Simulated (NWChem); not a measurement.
Molecule: RbI; SMILES [Rb][I]

```xyz
2

Rb     0.0000     0.0000    -1.9015
I      0.0000     0.0000     1.3275
```
Atoms are numbered in this order, from 1.

Computed with NWChem. Coordinates come from a PBE0/def2-SVP optimisation. def2 effective core potentials on Rb, I; no spin-orbit coupling.

Task: What does the run give for CAM-B3LYP/def2-TZVPD? Quantities: highest occupied level (eV); orbital gap (eV); dipole (D).

Result: 
* **highest occupied level (eV)**: -6.55
* **orbital gap (eV)**: 5.42
* **dipole (D)**: 11.88
